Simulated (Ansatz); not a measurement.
Species: C2H4B, charge 0, doublet. C2H4B (SMILES B[C]=C, doublet).
B3LYP-D3(BJ)/def2-TZVP minimum from Ansatz (a quantum-chemistry and plane-wave program):
```xyz
7

B     -0.2989    -0.1530     1.4405
H     -1.3840     0.1186     1.8506
H      0.5475    -0.5469     2.1807
C      0.0005     0.0002    -0.0022
C      0.2620     0.1341    -1.2625
H      0.3449    -0.7240    -1.9272
H      0.4116     1.1113    -1.7184
```
Charge 0, spin multiplicity 2.

Atomisation energy term by term, kcal/mol (programs: Ansatz). UHF or UKS for unpaired electrons; spin-orbit terms are left out. Cores are frozen in correlated methods. Rows without X2C or -DK are non-relativistic. CBS(X,Y): correlation extrapolated as X^-3, Hartree-Fock from the larger set. A bracket is a step between two methods taken in the basis named. 'core' is core correlation in cc-pwCVTZ, 'X2C' scalar relativity in cc-pVTZ-DK, both at CCSD(T). For partners of very few electrons the exact lower level stands in for a higher one. The UHF reference of C2H4B (B[C]=C, doublet) is spin-contaminated (<S^2> up to 0.11 over the pure value in the sets run).

```
term                               basis  kcal/mol
------------------  --------------------  --------
Hartree-Fock                     cc-pVQZ    493.54
CCSD correlation    CBS(cc-pVTZ,cc-pVQZ)    130.07
(T)                 CBS(cc-pVTZ,cc-pVQZ)      9.00
CCSDT(Q) - CCSD(T)               cc-pVDZ      0.76
core correlation               cc-pwCVTZ      3.34
scalar relativity        X2C, cc-pVTZ-DK     -0.36
sum: De                                      636.4
```
